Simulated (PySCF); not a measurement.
## Ar²⁺ (argon, charge +2) across methods

[Ne] 3s2 3p4, high-spin 3P determinant. Calculation: PySCF 2.14, in aug-cc-pV(T+d)Z with one added diffuse shell each of s, p, d, f type (7s6p5d3f, 71 functions); no relativity, point nucleus. The B2PLYP total includes its PT2 part (frozen core); its orbital energies are those of the SCF part.

| method | E (hartree) | mean ε 3s β (eV) | mean ε 3p α (eV) | mean ε 3p β (eV) | Σ⟨r²⟩ (bohr²) | ⟨S²⟩ |
| --- | --- | --- | --- | --- | --- | --- |
| UHF | -525.30912 | -55.692 | -43.564 | -40.438 | 15.71 | 2.010 |
| PBE0 | -525.7892 | -50.679 | -38.500 | -36.021 | 15.62 | 2.004 |
| BHandHLYP | -525.9645 | -52.790 | -40.255 | -37.738 | 15.66 | 2.004 |
| r2SCAN | -525.9132 | -48.776 | -37.159 | -34.605 | 15.61 | 2.006 |
| PBE | -525.7459 | -48.518 | -36.483 | -34.166 | 15.63 | 2.003 |
| LDA | -524.3236 | -48.703 | -36.452 | -34.097 | 15.67 | 2.002 |
| r2SCANh | -525.9141 | -49.580 | -37.875 | -35.287 | 15.61 | 2.006 |
| MN15 | -525.8575 | -51.043 | -39.275 | -37.111 | 15.50 | 2.002 |

Q: Estimate the same row for B2PLYP.

A: E (hartree) = -525.8281; mean ε 3s β (eV) = -52.662; mean ε 3p α (eV) = -40.306; mean ε 3p β (eV) = -37.674; Σ⟨r²⟩ (bohr²) = 15.68; ⟨S²⟩ = 2.005.
